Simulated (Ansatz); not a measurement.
`[F][In]([F])[F]` + H₂Se → `[F][In]([F])[SeH]` + H–F at 400 K and 1 bar (ligand exchange at the In–F bond).

Calculated with Ansatz (gas phase, PBE0-D4/def2-TZVP geometries, no zero-point term in ΔE). CBS: MP2 limit from def2 TZ/QZ plus the TZ coupled-cluster correction, frozen cores. This one scheme is used for every species. Elements past krypton have def2 core potentials. For In, Se outer-core shells are correlated without core-valence functions, which leaves a few kJ/mol of doubt a bond. Scalar relativity is left out up to krypton. Each species was taken in one conformer, which may not be the lowest.

| species | CCSD(T)/CBS energy (Eh) | H − E (kJ/mol) | S (J/(mol·K)) |
| --- | --- | --- | --- |
| `[F][In]([F])[F]` | -489.26665 | 37.3 | 331.1 |
| H₂Se | -2401.89790 | 49.4 | 229.5 |
| `[F][In]([F])[SeH]` | -2790.80080 | 58.8 | 384.5 |
| H–F | -100.39570 | 36.5 | 182.2 |

H − E and S are ideal-gas, rigid-rotor, harmonic terms from PBE0-D4/def2-TZVP, for one conformer and one mirror image of each species. 1 Eh = 2625.50 kJ/mol, R = 8.31446 J/(mol·K).

Question: By hand: ΔE, ΔH, ΔS and ΔG.

Answer: ΔE = (-2790.80080) + (-100.39570) − (-489.26665) − (-2401.89790) = -0.03195 Eh = -83.9 kJ/mol. Δ(H − E) = 58.8 + 36.5 − 37.3 − 49.4 = 8.6, so ΔH = -75.3 kJ/mol. ΔS = 384.5 + 182.2 − 331.1 − 229.5 = 6.1 J/(mol·K). ΔG = -75.3 − 400 × (6.1)/1000 = -77.7 kJ/mol.

Question: By hand: the equilibrium constant, and the temperature at which ΔG would vanish if ΔH and ΔS stayed fixed.

Answer: log₁₀ K = −ΔG/(RT ln 10) = 10.1. ΔH and −TΔS have one sign here, so there is no such temperature.

The number of gas molecules stays the same, so ΔS is small and ΔH decides. A doubt of 5 kJ/mol in ΔE shifts log₁₀ K by 0.7 here. Other conformers and mirror images would add mixing entropy, several J/(mol·K) or more a flexible species. These are equilibria of isolated gas molecules and say nothing of rates. Largest T1 diagnostic: 0.018 (customary marks: 0.02 for closed shells, 0.045 for open ones).

ΔS is within the doubt of such terms, so its sign, and with it that verdict, could turn.
